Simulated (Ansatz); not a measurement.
`C#C[SiH2]O` + H–F → `C#C[SiH2]F` + H₂O at 700 K and 1 bar (ligand exchange at the Si–O bond).

Isolated molecules relaxed with PBE0-D4/def2-TZVP in Ansatz; ΔE leaves out vibrations. CBS: MP2 limit from def2 TZ/QZ plus the TZ coupled-cluster correction, frozen cores. This one scheme is used for every species. Each species was taken in one conformer, which may not be the lowest.

| species | CCSD(T)/CBS energy (Eh) | H − E (kJ/mol) | S (J/(mol·K)) |
| --- | --- | --- | --- |
| `C#C[SiH2]O` | -442.75166 | 195.6 | 404.1 |
| H–F | -100.39570 | 45.2 | 198.5 |
| `C#C[SiH2]F` | -466.78369 | 159.3 | 383.1 |
| H₂O | -76.37941 | 80.5 | 218.4 |

H − E and S are ideal-gas, rigid-rotor, harmonic terms from PBE0-D4/def2-TZVP, for one conformer and one mirror image of each species. 1 Eh = 2625.50 kJ/mol, R = 8.31446 J/(mol·K).

**Question.** By hand: ΔE, ΔH, ΔS and ΔG.

**Answer.** ΔE = (-466.78369) + (-76.37941) − (-442.75166) − (-100.39570) = -0.01574 Eh = -41.3 kJ/mol. Δ(H − E) = 159.3 + 80.5 − 195.6 − 45.2 = -1.0, so ΔH = -42.3 kJ/mol. ΔS = 383.1 + 218.4 − 404.1 − 198.5 = -1.1 J/(mol·K). ΔG = -42.3 − 700 × (-1.1)/1000 = -41.5 kJ/mol.

**Question.** By hand: the equilibrium constant, and the temperature at which ΔG would vanish if ΔH and ΔS stayed fixed.

**Answer.** log₁₀ K = −ΔG/(RT ln 10) = 3.1. ΔG = 0 at ΔH/ΔS = 38455 K, far beyond where these terms or the molecules hold.

The number of gas molecules stays the same, so ΔS is small and ΔH decides. A doubt of 5 kJ/mol in ΔE shifts log₁₀ K by 0.4 here. Other conformers and mirror images would add mixing entropy, several J/(mol·K) or more a flexible species. These are equilibria of isolated gas molecules and say nothing of rates. Largest T1 diagnostic: 0.012 (customary marks: 0.02 for closed shells, 0.045 for open ones).
